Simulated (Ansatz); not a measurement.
One change: `BOCCS` becomes `SC[CH2][SnH3]`.

Ansatz, PBE0-D4/def2-TZVP geometries, multiplicity 1. Each molecule was computed in one conformer, which needn't be the lowest.

Elements past krypton have def2 core potentials.

```
                                          property  `BOCCS`
             HOMO energy (ωB97M-V/def2-TZVPP) / eV    -9.40
size of the dipole moment (ωB97M-V/def2-TZVPP) / D     0.87
             LUMO energy (ωB97M-V/def2-TZVPP) / eV     1.30
               HOMO energy (B3LYP/def2-TZVPP) / eV    -6.91
                LUMO energy (PBE0/def2-TZVPP) / eV    -0.54
                 HOMO energy (PBE/def2-TZVPP) / eV    -5.91
```

Problem. What does the change do to each property? (Best estimate.)

Solution. Computed: 
```
                                          property  `SC[CH2][SnH3]`  shift
             HOMO energy (ωB97M-V/def2-TZVPP) / eV            -9.05   0.35
size of the dipole moment (ωB97M-V/def2-TZVPP) / D             1.01   0.14
             LUMO energy (ωB97M-V/def2-TZVPP) / eV             1.40   0.10
               HOMO energy (B3LYP/def2-TZVPP) / eV            -6.57   0.34
                LUMO energy (PBE0/def2-TZVPP) / eV            -0.03   0.51
                 HOMO energy (PBE/def2-TZVPP) / eV            -5.55   0.36
```

With PBE0 the HOMO rises by 0.35 eV and the LUMO rises by 0.51 eV, so the gap widens by about 0.16 eV. PBE moves the HOMO by 0.36 eV and ωB97M-V by 0.35 eV. Dipoles are sizes alone; their direction can turn.

B3LYP here is the variant with VWN-RPA as its local correlation; programs differ in this.
